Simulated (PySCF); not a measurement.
# Fractional electron number in Ti (titanium, neutral)

The 4s beta orbital of [Ar] 3d2 4s2 is emptied in steps (occupation f), with all orbitals relaxed, ending at [Ar] 3d2 4s1. Calculation: PySCF 2.14, in x2c-TZVPall (6s5p4d1f, 48 functions); the spin-free X2C one-electron Hamiltonian (Gaussian nucleus). The exact energy is a straight line in f; departures are measured from the line between the end points of the same method.

Problem. Among PBE0, r2SCAN, LC-wPBE, which shows the largest delocalisation error (convex curve), and which is closest to linear?

Solution. Most convex: r2SCAN (-0.511 eV at f = 0.5); closest to linear: LC-wPBE (0.024 eV).

```json
{"f": "1", "PBE0 (eV)": "0.000", "r2SCAN (eV)": "0.000", "LC-wPBE (eV)": "0.000"}
{"f": "0.75", "PBE0 (eV)": "-0.343", "r2SCAN (eV)": "-0.400", "LC-wPBE (eV)": "0.022"}
{"f": "0.5", "PBE0 (eV)": "-0.457", "r2SCAN (eV)": "-0.511", "LC-wPBE (eV)": "0.024"}
{"f": "0.25", "PBE0 (eV)": "-0.340", "r2SCAN (eV)": "-0.356", "LC-wPBE (eV)": "0.014"}
{"f": "0", "PBE0 (eV)": "0.000", "r2SCAN (eV)": "0.000", "LC-wPBE (eV)": "0.000"}
```

```
 method  E(f=0) − E(f=1) (eV)  −ε at f=1 (eV)  −ε at f=0.5 (eV)
   PBE0                 6.585           4.757             6.590
 r2SCAN                 6.407           4.227             6.513
LC-wPBE                 6.418           6.539             6.396
```

Reference removal energy between the ground levels: 6.828 eV (measured; NIST Atomic Spectra Database, ionization energies). The calculation has no spin-orbit coupling.
